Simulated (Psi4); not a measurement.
CH3GeNO (SMILES O=C=[N][GeH3]), singlet, geometry from GFN2-xTB; CAM-B3LYP/def2-SV(P) in Psi4.

Input for Psi4:
```
memory 2 GB

molecule mol {
0 1
Ge   -1.106318   -0.058909   -0.012907
N     0.672749    0.035822    0.007849
C     1.858375    0.098955    0.021681
O     3.012279    0.160398    0.035143
H    -1.508030   -0.572885    1.329525
H    -1.590751    1.330066   -0.265377
H    -1.456754   -0.999753   -1.117296
}

set {
  basis def2-sv(p)
  reference rks
}

energy('cam-b3lyp')
print_variables()
```

It wrote (shortened):

```
   => Loading Basis Set <=

    Name: DEF2-SV(P)
    Role: ORBITAL
    Keyword: BASIS

         ---------------------------------------------------------
                                   SCF
               by Justin Turney, Rob Parrish, Andy Simmonett
                          and Daniel G. A. Smith
                              RKS Reference
         ---------------------------------------------------------

  ==> Geometry <==

    Molecular point group: c1
    Full point group: C1

    Geometry (in Angstrom), charge = 0, multiplicity = 1:

       Center              X                  Y                   Z               Mass
    ------------   -----------------  -----------------  -----------------  -----------------
         GE          -1.051927814806    -0.056012962397    -0.012272466305    73.921177761000
         N            0.727139185194     0.038718037603     0.008483533695    14.003074004430
         C            1.912765185194     0.101851037603     0.022315533695    12.000000000000
         O            3.066669185194     0.163294037603     0.035777533695    15.994914619570
         H           -1.453639814806    -0.569988962397     1.330159533695     1.007825032230
         H           -1.536360814806     1.332962037603    -0.264742466305     1.007825032230
         H           -1.402363814806    -0.996856962397    -1.116661466305     1.007825032230

  Running in c1 symmetry.

  Rotational constants: A =      2.71020  B =      0.05734  C =      0.05734 [cm^-1]
  Rotational constants: A =  81249.69955  B =   1719.08060  C =   1719.08060 [MHz]
  Nuclear repulsion =  231.114530820570081

  Charge       = 0
  Multiplicity = 1
  Electrons    = 56
  Nalpha       = 28
  Nbeta        = 28

  ==> Algorithm <==

  SCF Algorithm Type is DF.
  DIIS enabled.
  MOM disabled.
  Fractional occupation disabled.
  Guess Type is SAD.
  Energy threshold   = 1.00e-06
  Density threshold  = 1.00e-06
  Integral threshold = 1.00e-12

  ==> Primary Basis <==

  Basis Set: DEF2-SV(P)
    Blend: DEF2-SV(P)
    Number of shells: 36
    Number of basis functions: 80
    Number of Cartesian functions: 86
    Spherical Harmonics?: true
    Max angular momentum: 2

  ==> DFT Potential <==

   => LibXC <=

    Version 7.1.2
    S. Lehtola, C. Steigemann, M. J. T. Oliveira, and M. A. L. Marques,  SoftwareX 7, 1–5 (2018) (10.1016/j.softx.2017.11.002)

   => Composite Functional: CAM-B3LYP <=

    CAM-B3LYP Hyb-GGA Exchange-Correlation Functional

    T. Yanai, D. P. Tew, and N. C. Handy,  Chem. Phys. Lett. 393, 51 (2004) (10.1016/j.cplett.2004.06.011)

    Deriv               =              1
    GGA                 =           TRUE
    Meta                =          FALSE

    Exchange Hybrid     =           TRUE
    MP2 Hybrid          =          FALSE

   => Exchange Functionals <=

    0.3500         Becke 88 [omega = 0.3300]
    0.4600   Short-range recipe for B88 functional - erf [omega = 0.3300]

   => Exact (HF) Exchange <=

    0.4600            HF,LR [omega = 0.3300]
    0.1900               HF

   => Correlation Functionals <=

    0.1900   Vosko, Wilk & Nusair (VWN5)
    0.8100   Lee, Yang & Parr

   => LibXC Density Thresholds  <==

    XC_HYB_GGA_XC_CAM_B3LYP:  1.00E-14

   => Molecular Quadrature <=

    Radial Scheme          =       TREUTLER
    Pruning Scheme         =           NONE
    Nuclear Scheme         =       TREUTLER

    Blocking Scheme        =         OCTREE
    BS radius alpha        =              1
    Pruning alpha          =              1
    Radial Points          =             75
    Spherical Points       =            302
    Total Points           =         151518
    Total Blocks           =           1190
    Max Points             =            256
    Max Functions          =             74
    Weights Tolerance      =       1.00E-15

   => Loading Basis Set <=

    Name: (DEF2-SV(P) AUX)
    Role: JKFIT
    Keyword: DF_BASIS_SCF

  ==> Integral Setup <==

  SCF_SUBTYPE=INCORE selected. In-core MEM_DF algorithm will be used.
  Using in-core AOs.

  ==> MemDFJK: Density-Fitted J/K Matrices <==

    J tasked:                   Yes
    K tasked:                   Yes
    wK tasked:                  Yes
    Omega:                3.300E-01
    Algorithm:                 Core
    Schwarz Cutoff:           1E-12
    Mask sparsity (%):       5.2813
    Fitting Condition:        1E-10

   => Auxiliary Basis Set <=

  Basis Set: (DEF2-SV(P) AUX)
    Blend: DEF2-UNIVERSAL-JKFIT
    Number of shells: 153
    Number of basis functions: 549
    Number of Cartesian functions: 706
    Spherical Harmonics?: true
    Max angular momentum: 5

  Minimum eigenvalue in the overlap matrix is 2.9762792597E-03.
  Reciprocal condition number of the overlap matrix is 6.9009968095E-04.
    Using symmetric orthogonalization.

  ==> Pre-Iterations <==

  SCF Guess: Superposition of Atomic Densities via on-the-fly atomic UHF (no occupation information).

   -------------------------
    Irrep   Nso     Nmo
   -------------------------
     A         80      80
   -------------------------
    Total      80      80
   -------------------------

  ==> Iterations <==

                           Total Energy        Delta E     RMS |[F,P]|

   @DF-RKS iter SAD: -2243.04986064396508   -2.24305e+03   0.00000e+00
   @DF-RKS iter   1: -2245.19774245198823   -2.14788e+00   2.97675e-02 ADIIS/DIIS
   @DF-RKS iter   2: -2244.16567880138155    1.03206e+00   4.77044e-02 ADIIS/DIIS
   @DF-RKS iter   3: -2246.54668356823004   -2.38100e+00   2.38592e-03 ADIIS/DIIS
   @DF-RKS iter   4: -2246.55220924456307   -5.52568e-03   1.41471e-03 ADIIS/DIIS
   @DF-RKS iter   5: -2246.55654459355037   -4.33535e-03   3.49679e-04 ADIIS/DIIS
   @DF-RKS iter   6: -2246.55685686327161   -3.12270e-04   7.32585e-05 DIIS
   @DF-RKS iter   7: -2246.55687011026339   -1.32470e-05   3.46584e-05 DIIS
   @DF-RKS iter   8: -2246.55687347391267   -3.36365e-06   3.18386e-06 DIIS
   @DF-RKS iter   9: -2246.55687352258747   -4.86748e-08   6.59468e-07 DIIS
  Energy and wave function converged.

  ==> Post-Iterations <==

   Electrons on quadrature grid:
      Ntotal   =   55.9999972240 ; deviation = -2.776e-06

    Orbital Energies [Eh]
    ---------------------

    Doubly Occupied:

       1A   -398.796735     2A    -49.859408     3A    -44.395632
       4A    -44.394678     5A    -44.394678     6A    -19.237783
       7A    -14.402664     8A    -10.390969     9A     -6.321425
      10A     -4.498972    11A     -4.495441    12A     -4.495441
      13A     -1.325648    14A     -1.320551    15A     -1.320551
      16A     -1.317159    17A     -1.317159    18A     -1.169017
      19A     -0.996266    20A     -0.713942    21A     -0.563206
      22A     -0.533014    23A     -0.533014    24A     -0.530969
      25A     -0.442927    26A     -0.442926    27A     -0.350184
      28A     -0.350184

    Virtual:

      29A      0.058385    30A      0.087193    31A      0.087194
      32A      0.113452    33A      0.159866    34A      0.159867
      35A      0.163602    36A      0.253427    37A      0.313025
      38A      0.313027    39A      0.356141    40A      0.445418
      41A      0.445418    42A      0.507124    43A      0.510938
      44A      0.510939    45A      0.553443    46A      0.568214
      47A      0.568215    48A      0.684104    49A      0.843579
      50A      0.919440    51A      0.919441    52A      0.939459
      53A      0.992127    54A      0.992128    55A      1.068434
      56A      1.187230    57A      1.187230    58A      1.222272
      59A      1.431298    60A      1.625994    61A      1.625995
      62A      1.675704    63A      1.677019    64A      1.677019
      65A      2.267692    66A      2.267702    67A      2.428082
      68A      2.428083    69A      2.448437    70A      2.545481
      71A      2.545481    72A      2.631853    73A      2.631853
      74A      2.742225    75A      2.742225    76A      2.905813
      77A      3.516732    78A      3.527540    79A      3.527540
      80A      3.912659

    Final Occupation by Irrep:
              A
    DOCC [    28 ]
    NA   [    28 ]
    NB   [    28 ]

  @DF-RKS Final Energy: -2246.55687352258747

   => Energetics <=

    Nuclear Repulsion Energy =            231.1145308205700815
    One-Electron Energy =               -3583.8270572724268277
    Two-Electron Energy =                1184.0780585679488013
    DFT Exchange-Correlation Energy =     -77.9224056386796065
    Empirical Dispersion Energy =           0.0000000000000000
    VV10 Nonlocal Energy =                  0.0000000000000000
    Total Energy =                      -2246.5568735225874661

Computation Completed

Properties will be evaluated at   0.000000,   0.000000,   0.000000 [a0]

Properties computed using the SCF density matrix

 Multipole Moments:

 ------------------------------------------------------------------------------------
     Multipole            Electronic (a.u.)      Nuclear  (a.u.)        Total (a.u.)
 ------------------------------------------------------------------------------------

 L = 1.  Multiply by 2.5417464519 to convert [e a0] to [Debye]
 Dipole X            :         -6.9284330            5.7558495           -1.1725835
 Dipole Y            :         -0.3689208            0.3064873           -0.0624334
 Dipole Z            :         -0.0808322            0.0671512           -0.0136810
 Magnitude           :                                                    1.1743241

 ------------------------------------------------------------------------------------

  Variable Map:
  ----------------------------------------------------------------------------
  "CURRENT ENERGY"              =>   -2246.556873522587
  "CURRENT REFERENCE ENERGY"    =>   -2246.556873522587
  "DD SOLVATION ENERGY"         =>       0.000000000000
  "DFT FUNCTIONAL TOTAL ENERGY" =>   -2246.556873522587
  "DFT TOTAL ENERGY"            =>   -2246.556873522587
  "DFT VV10 ENERGY"             =>       0.000000000000
  "DFT XC ENERGY"               =>     -77.922405638680
  "GRID ELECTRONS ALPHA"        =>      27.999998611984
  "GRID ELECTRONS BETA"         =>      27.999998611984
  "GRID ELECTRONS TOTAL"        =>      55.999997223969
  "NUCLEAR REPULSION ENERGY"    =>     231.114530820570
  "ONE-ELECTRON ENERGY"         =>   -3583.827057272427
  "PCM POLARIZATION ENERGY"     =>       0.000000000000
  "PE ENERGY"                   =>       0.000000000000
  "SCF ITERATION ENERGY"        =>   -2246.556873522587
  "SCF ITERATIONS"              =>       9.000000000000
  "SCF TOTAL ENERGY"            =>   -2246.556873522587
  "TWO-ELECTRON ENERGY"         =>    1184.078058567949
  "XC GRID RADIAL POINTS"       =>      75.000000000000
  "XC GRID SPHERICAL POINTS"    =>     302.000000000000
  "XC GRID TOTAL POINTS"        =>  151518.000000000000

  Array Variable Map:
  ----------------------------------------------------------------------------
  "CURRENT DIPOLE"              =>      -1.172583514022 ... -0.013680988810 1 by 3
  "SCF DIPOLE"                  =>      -1.172583514022 ... -0.013680988810 1 by 3
  "SCF TOTAL ENERGIES"          =>   -2243.049860643965 ... -2246.556873522587 1 by 10
```
